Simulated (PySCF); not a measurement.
Functional dependence of a UV spectrum

Species: BBr3.
Atom-mapped SMILES: `[Br:1][B:2]([Br:3])[Br:4]`

Linear-response calculations in the def2-SVPD basis (PySCF; singlets by full response, triplets Tamm–Dancoff, core orbitals frozen in the response; HF means time-dependent Hartree–Fock). 'Strongest' is the level of largest summed f among the singlets computed (6 and 10 roots, of which the last may lack a degenerate partner); it can jump between rows when another state enters that window. S1 is the lowest singlet of each run and needn't be the same state throughout; f(S1) is that of one state. Geometry: PBE0-D3(BJ)/def2-SVP; no solvent, vibrations or thermal averaging. The LDA/def2-SVPD calculation is non-relativistic and has no spin–orbit coupling, an omission that weighs most on bromine.

```csv
functional,kind,S1 (eV),f(S1),strongest (eV),T1 (eV),HOMO (eV),gap (eV),"ionisation energy, ΔSCF (eV)"
LDA,LDA,4.01,0.000,5.36,3.87,-7.19,3.93,10.05
PBE,GGA,4.08,0.000,5.38,3.92,-7.04,4.00,9.86
PBE0,"global hybrid, 25% exact exchange",4.61,0.000,5.85,4.45,-8.34,6.10,10.35
BHandHLYP,"global hybrid, 50% exact exchange",5.17,0.000,6.33,5.02,-9.44,8.24,10.63
CAM-B3LYP,range-separated hybrid,4.83,0.000,6.03,not run,-9.63,8.51,not run
wB97X-D,range-separated hybrid,4.85,0.000,6.05,4.71,-10.20,9.72,10.59
LC-wPBE,range-separated hybrid,5.13,0.000,6.29,4.98,-11.05,10.93,11.04
HF,Hartree–Fock,6.29,0.000,7.31,6.13,-11.26,12.54,not settled
```

Q: What does B3LYP (global hybrid, 20% exact exchange) give?

A: S1 (eV) 4.51, f(S1) 0.000, strongest (eV) 5.75, T1 (eV) 4.36, HOMO (eV) -8.05, gap (eV) 5.68, ionisation energy, ΔSCF (eV) 10.23. S1 runs from 4.01 eV (LDA) to 6.29 eV (HF), a spread of 2.28 eV, while the orbital gap spreads over 8.6 eV. Along PBE (0%), B3LYP (20%), PBE0 (25%), BHandHLYP (50%), HF (100%) S1 rises with the share of exact exchange. −ε(HOMO) comes closest to its own ΔSCF ionisation energy with LC-wPBE (+0.01 eV) and misses most with LDA (-2.86 eV). 'Not settled' means that the ion's SCF failed to converge or may have ended in another state than the lowest.
